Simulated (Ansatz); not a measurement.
`B[Se]CC` + `BC(C)(F)[SiH3]` → `CC[Se][SiH3]` + `BC(B)(C)F`  (redistribution)

Program: Ansatz. Geometries: PBE0-D4/def2-TZVP. ΔE: electronic, gas phase. CCSD(T)/CBS is the MP2 limit (def2-TZVPP, def2-QZVPP) plus CCSD(T) − MP2 in def2-TZVPP, frozen cores. DFT in def2-TZVPP. B3LYP here is the variant with VWN-RPA as its local correlation; programs differ in this. For Se outer-core shells are correlated without core-valence functions, which leaves a few kJ/mol of doubt a bond. Scalar relativity is left out up to krypton. Each species was taken in one conformer, which may not be the lowest.

Is it downhill or uphill in electronic energy at CCSD(T)/CBS, and by how much? (An estimate is asked.)

Ansatz gave: Uphill: ΔE = +30.4 kJ/mol.

What do these levels give: PBE-D4, PBE0-D4, B2PLYP, PBE0, B3LYP, CCSD/def2-TZVPP? (Best estimate.)

Ansatz gave: PBE-D4 28.0, PBE0-D4 22.4, B2PLYP 31.4, PBE0 21.3, B3LYP 31.6, CCSD/def2-TZVPP 32.8 kJ/mol.

Largest T1 diagnostic among the species: 0.013.

From PBE to PBE0 (25 % exact exchange), in def2-TZVPP and without D4, ΔE moves by −5.5 kJ/mol.
